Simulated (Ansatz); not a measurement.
`C[Se][BH][AlH2]` + H₂Se → `[AlH2][SeH]` + `B[Se]C`  (cleavage of the Al–B bond)

Computed with Ansatz on PBE0-D4/def2-TZVP structures; ΔE is electronic, products minus reactants. CCSD(T)/CBS adds triple-zeta CCSD(T) − MP2 to the extrapolated MP2 energy (def2 sets, frozen cores). For Se outer-core shells are correlated without core-valence functions, which leaves a few kJ/mol of doubt a bond. Scalar relativity is left out up to krypton. Each species was taken in one conformer, which may not be the lowest.

```
          species  CCSD(T)/CBS(def2) energy (Eh)
`C[Se][BH][AlH2]`                    -2709.15953
             H₂Se                    -2401.89790
    `[AlH2][SeH]`                    -2644.54675
         `B[Se]C`                    -2466.56684
```

Problem. Work out ΔE.

Solution. ΔE = (-2644.54675) + (-2466.56684) − (-2709.15953) − (-2401.89790) = -0.05616 Eh = -147.4 kJ/mol.

Largest T1 diagnostic among the species: 0.014.

In def2-TZVPP, CCSD(T) changes the Hartree–Fock value by +15.8 kJ/mol (the triples alone add +1.6 kJ/mol) and MP2 by +6.0 kJ/mol. From PBE to PBE0 (25 % exact exchange), in def2-TZVPP and without D4, ΔE moves by −5.2 kJ/mol.
